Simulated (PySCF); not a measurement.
Adding and removing an electron: InN

PBE; In aug-cc-pVDZ-PP with ECP28, N aug-cc-pVDZ; scalar-relativistic core potentials (PySCF 2.14). Neutral (UKS): triplet (π ↑↑), Re = 2.270 Å, ωe = 414 cm⁻¹, De = 2.16 eV, HOMO -4.50 eV, LUMO -3.79 eV.

InN⁻ (UKS): doublet (π ↑), Re = 2.089 Å, ωe = 532 cm⁻¹, De = 3.06 eV to In⁻ + N. The energies at the minima are -244.71309 hartree for InN and -244.76547 for InN⁻.

(1) Work out the adiabatic electron affinity, without and with harmonic zero-point energies (1 hartree = 27.2114 eV, 1 eV = 8065.5 cm⁻¹), and the change of the bond length.

These are scalar-relativistic numbers at best; spin–orbit coupling would shift them, the dissociation energy most. For an ion De counts to the pair picked by the measured ionisation energies or electron affinities, which need not be the lowest pair at this level. The highest Kohn–Sham level is positive in this anion. Much of that is self-interaction error, but it also means that the finite basis helps to hold the extra electron. States were picked by a PBE0 search and need not be the measured ground states.

Answers

(1) At PBE: 0.05238 hartree = 1.425 eV between the minima; the zero-point term (414.0 − 532.0)/2 cm⁻¹ = -0.007 eV makes it 1.418 eV. Re changes by -18.1 pm against the neutral. The electron enters a π orbital; the charge polarises the partner, so the anion is bound more strongly.
